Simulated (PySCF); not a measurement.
**Working out the ionisation energy of Kr**

Kr [Kr] (1S) → Kr⁺ [Ar] 3d10 4s2 4p5 (2P). Calculation: PySCF 2.14, in jorge-DZP-DKH (8s6p2d1f, 43 functions); scalar relativity by spin-free X2C-1e. Frozen: [Ar] 3d10. Energies in hartree (1 hartree = 27.21139 eV):

```tsv
part	Kr (lower)	Kr⁺ (upper)
UHF	-2788.012860	-2787.527286
CCSD correlation	-0.057352	-0.049040
(T)	-0.000504	-0.000404
```

Problem. What does Hartree-Fock give?

Solution. (-2787.527286) − (-2788.012860) = 0.485574 hartree = 13.213 eV.

Problem. What do CCSD and CCSD(T) give?

Solution. The CCSD correlation energies differ by 0.008312 hartree = 0.226 eV and the triples by 0.000100 hartree = 0.003 eV, so CCSD gives 13.439 eV and CCSD(T) 13.442 eV.

Measured between the centres of the two terms (NIST): 14.222 eV, so CCSD(T) (valence) is off by -0.780 eV.

A double-zeta basis recovers only part of the correlation energy.

What remains against the reference includes basis incompleteness, the frozen core and higher excitations.
